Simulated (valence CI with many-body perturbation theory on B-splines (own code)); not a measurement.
# Level structure of Pr⁴⁶⁺

Calculated by relativistic CI+MBPT: three valence electrons over a frozen Dirac-Fock core [Ne], radial functions for each j: 9 s, 9 p, 8 d, 6 f, 3 g, 1 h, with the one-electron correlation potential Σ1 (screened to all orders), the two-electron term Σ2, the three-electron term Σ3, Breit, model QED; selected single and double excitations, second order for the rest, scaled by the run's own slope (own B-spline code, finite nucleus).

No measured spectrum was set against this ion. As an estimate, large intervals hold to a few tenths of a per cent, small ones and those within an open d or f shell to about a per cent.

Levels 1 to 36 of 36, with energies above the lowest level, (3s^2 3p1/2) J=1/2. "Leading %" is the weight of the configuration and term that name the level; weights of strongly mixed levels are sums over their largest components and can fall short, so below about 35 % the name and the second component can differ from the true leading terms, or belong to a minority configuration. In the jj column 3d3/2^4 stands for four electrons in 3d with j = 3/2.

| No. | Configuration | Term | J | E (× 10³ cm⁻¹) | Leading % | Leading jj | g |
| --- | --- | --- | --- | --- | --- | --- | --- |
| 1 | 3s2.3p | 2P° | 1/2 | 0.00 | 99 | 3s^2 3p1/2 (99 %) | 0.655 |
| 2 | 3s.3p2 | 4P | 1/2 | 941.08 | 61 | 3s 3p1/2^2 (96 %) | 2.236 |
| 3 | 3s2.3p | 2P° | 3/2 | 1007.7 | 99 | 3s^2 3p3/2 (99 %) | 1.326 |
| 4 | 3s.3p2 | 4P | 3/2 | 1781.8 | 91 | 3s 3p1/2 3p3/2 (99 %) | 1.657 |
| 5 | 3s.3p2 | 2D | 5/2 | 1885.7 | 55 | 3s 3p1/2 3p3/2 (96 %) | 1.362 |
| 6 | 3s.3p2 | 2D | 3/2 | 2023.1 | 58 | 3s 3p1/2 3p3/2 (83 %) | 0.945 |
| 7 | 3s.3p2 | 2P | 1/2 | 2088.8 | 71 | 3s 3p1/2 3p3/2 (95 %) | 1.208 |
| 8 | 3s2.3d | 2D | 3/2 | 2412.1 | 83 | 3s^2 3d3/2 (83 %) | 0.835 |
| 9 | 3s2.3d | 2D | 5/2 | 2572.7 | 86 | 3s^2 3d5/2 (86 %) | 1.242 |
| 10 | 3s.3p2 | 4P | 5/2 | 2902.1 | 45 | 3s 3p3/2^2 (86 %) | 1.373 |
| 11 | 3p3 | 2P° | 3/2 | 2969.7 | 35 | 3p1/2^2 3p3/2 (77 %) | 1.223 |
| 12 | 3s.3p.3d | 4F° | 3/2 | 3082.6 | 76 | 3s 3p1/2 3d3/2 (88 %) | 0.556 |
| 13 | 3s.3p2 | 2S | 1/2 | 3100.5 | 69 | 3s 3p3/2^2 (97 %) | 1.867 |
| 14 | 3s.3p2 | 2P | 3/2 | 3142.8 | 65 | 3s 3p3/2^2 (96 %) | 1.198 |
| 15 | 3s.3p.3d | 4F° | 5/2 | 3157.4 | 51 | 3s 3p1/2 3d3/2 (94 %) | 1.043 |
| 16 | 3s.3p.3d | 4D° | 1/2 | 3314.6 | 65 | 3s 3p1/2 3d3/2 (96 %) | 0.364 |
| 17 | 3s.3p.3d | 4D° | 3/2 | 3332.8 | 43 | 3s 3p1/2 3d3/2 (81 %) | 1.317 |
| 18 | 3s.3p.3d | 4P° | 5/2 | 3395.7 | 37 | 3s 3p1/2 3d5/2 (97 %) | 1.347 |
| 19 | 3s.3p.3d | 4F° | 7/2 | 3461.2 | 52 | 3s 3p1/2 3d5/2 (94 %) | 1.251 |
| 20 | 3s.3p.3d | 2F° | 5/2 | 3529.6 | 46 | 3s 3p1/2 3d5/2 (92 %) | 1.067 |
| 21 | 3s.3p.3d | 2D° | 3/2 | 3557.3 | 40 | 3s 3p1/2 3d5/2 (70 %) | 1.158 |
| 22 | 3p3 | 2D° | 5/2 | 3953.2 | 70 | 3p1/2 3p3/2^2 (70 %) | 1.136 |
| 23 | 3p3 | 2D° | 3/2 | 3989.1 | 45 | 3p1/2 3p3/2^2 (84 %) | 1.344 |
| 24 | 3p3 | 2P° | 1/2 | 4062.5 | 84 | 3p1/2 3p3/2^2 (84 %) | 0.670 |
| 25 | 3s.3p.3d | 4D° | 3/2 | 4181.3 | 42 | 3s 3p3/2 3d3/2 (98 %) | 1.335 |
| 26 | 3s.3p.3d | 4D° | 5/2 | 4188.7 | 50 | 3s 3p3/2 3d3/2 (83 %) | 1.266 |
| 27 | 3s.3p.3d | 4P° | 1/2 | 4189.5 | 86 | 3s 3p3/2 3d3/2 (97 %) | 2.298 |
| 28 | 3s.3p.3d | 4D° | 7/2 | 4211.2 | 40 | 3s 3p3/2 3d3/2 (79 %) | 1.285 |
| 29 | 3p2.3d | 4F | 3/2 | 4246.0 | 38 | 3p1/2^2 3d3/2 (98 %) | 0.762 |
| 30 | 3s.3p.3d | 4F° | 9/2 | 4284.3 | 100 | 3s 3p3/2 3d5/2 (100 %) | 1.326 |
| 31 | 3s.3p.3d | 2D° | 3/2 | 4355.7 | 62 | 3s 3p3/2 3d3/2 (60 %) | 1.011 |
| 32 | 3s.3p.3d | 2D° | 5/2 | 4427.9 | 44 | 3s 3p3/2 3d5/2 (94 %) | 1.337 |
| 33 | 3s.3p.3d | 2F° | 5/2 | 4481.0 | 71 | 3s 3p3/2 3d3/2 (88 %) | 0.940 |
| 34 | 3s.3p.3d | 2P° | 1/2 | 4500.7 | 71 | 3s 3p3/2 3d3/2 (82 %) | 0.610 |
| 35 | 3s.3p.3d | 2F° | 7/2 | 4503.2 | 79 | 3s 3p3/2 3d5/2 (83 %) | 1.190 |
| 36 | 3s.3p.3d | 2P° | 3/2 | 4503.5 | 41 | 3s 3p3/2 3d5/2 (55 %) | 1.165 |

The ionisation energy to 3s2 1S_0 of the next ion comes out as 3834.1 eV (NIST: 3832 ± 4 eV (theoretical)). All 36 levels together are meant to be complete up to 4529.9 × 10³ cm⁻¹.
